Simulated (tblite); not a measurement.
Species: C3H7N3Si.
Numbering: `[CH3:1][c:2]1[cH:3][n:4]([SiH3:5])[n:6][n:7]1` (hydrogens: H8, H9, H10 on C1; H11 on C3; H12, H13, H14 on Si5)

Structure optimised with GFN2-xTB, isolated species.

Question: Give the optimised bond lengths and angles.

Answer: 
```tsv
bond	length (pm)
C1–C2	148.5
C2–C3	137.6
C3–N4	135.7
N4–Si5	176.0
N4–N6	134.4
N6–N7	127.0
C2–N7	135.6
C1–H8, C1–H9, C1–H10	108.8
C3–H11	107.0
Si5–H12	145.2
Si5–H13, Si5–H14	146.3
```

Bonds in one row agree within 1 pm and their mean is given. A selection of angles:
```tsv
angle	degrees
C2–C1–H8	110.5
C2–C1–H9	109.1
H8–C1–H9	109.3
H8–C1–H10	108.3
C1–C2–C3	130.6
C1–C2–N7	122.5
C3–C2–N7	106.8
C2–C3–N4	105.6
C2–C3–H11	132.5
N4–C3–H11	121.9
C3–N4–Si5	131.6
C3–N4–N6	108.3
Si5–N4–N6	120.1
N4–Si5–H12	103.8
N4–Si5–H13	105.5
N4–Si5–H14	107.0
H12–Si5–H13	114.6
H12–Si5–H14	114.3
H13–Si5–H14	110.7
N4–N6–N7	109.4
C2–N7–N6	109.8
```

The 5-membered ring C2–C3–N4–N6–N7 has internal angles of 105.6° to 109.8°; it is planar, 0.00 Å rms from its mean plane, widest ring torsion 0°. N7 (pyridine-type nitrogen) is bent (angle 109.8°). N4 (pyrrole-type nitrogen) is planar (angles 131.6°, 120.1° and 108.3°, sum 360.0°, 0.01 Å off the plane of its three neighbours). The 2 C–C bonds span 1.376 Å (C2–C3, aromatic) to 1.485 Å (C1–C2, drawn single), a spread of 0.109 Å. Si5 (SiH3 silicon) is distorted tetrahedral (angles from 103.8° to 114.6°). The 7 heavy atoms lie in one plane (0.010 Å rms). The N–N distances run from 1.270 Å (N6–N7, aromatic) to 1.344 Å (N4–N6, aromatic), a spread of 0.074 Å.

GFN2-xTB frequencies show an imaginary mode (22i cm⁻¹), so the point is no minimum at that level.

All values are computed, not measured.
